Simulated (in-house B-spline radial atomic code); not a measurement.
Inner-shell binding energies (edges) and X-ray emission energies of free atoms and ions, as differences of relaxed hole-state energies with first-order Breit, QED and recoil terms, without correlation or multiplet splittings, in NIST's listed ground configurations. For neutral atoms such line energies lie within some 1 to 5 eV of tabulated X-ray lines (up to 20 eV for the heaviest). K = 1s, L1 = 2s, L3 = 2p3/2. A dash marks a subshell that is part filled or wasn't run, or a line left out. Computed with a B-spline radial code for spherical atoms: Dirac-Hartree-Fock, average of the configuration, finite nuclei.

| ion | configuration | L1 edge (eV) | L3 edge (eV) | K-L3 (eV) |
| --- | --- | --- | --- | --- |
| Zr | [Kr] 4d2 5s2 | 2546.79 | 2232.58 | 15773.3 |
| Nb+ | [Kr] 4d4 | 2716.18 | 2384.25 | 16613.8 |
| Mo2+ | [Kr] 4d4 | 2901.2 | 2550.52 | 17477.6 |
| Tc3+ | [Kr] 4d4 | 3094.95 | 2724.5 | 18365.4 |
| Ru4+ | [Kr] 4d4 | 3297.16 | 2905.91 | 19277.2 |
| Rh5+ | [Kr] 4d4 | ? | ? | ? |
| Pd6+ | [Kr] 4d4 | ? | ? | ? |
| Ag7+ | [Kr] 4d4 | 3954.02 | 3493.42 | 22160.1 |

(1) Fill in the row of Rh5+.

(2) Fill in the row of Pd6+.

## Answers

(1) L1 edge (eV): 3507.76; L3 edge (eV): 3094.59; K-L3 (eV): 20213.5.

(2) L1 edge (eV): 3726.71; L3 edge (eV): 3290.44; K-L3 (eV): 21174.4.
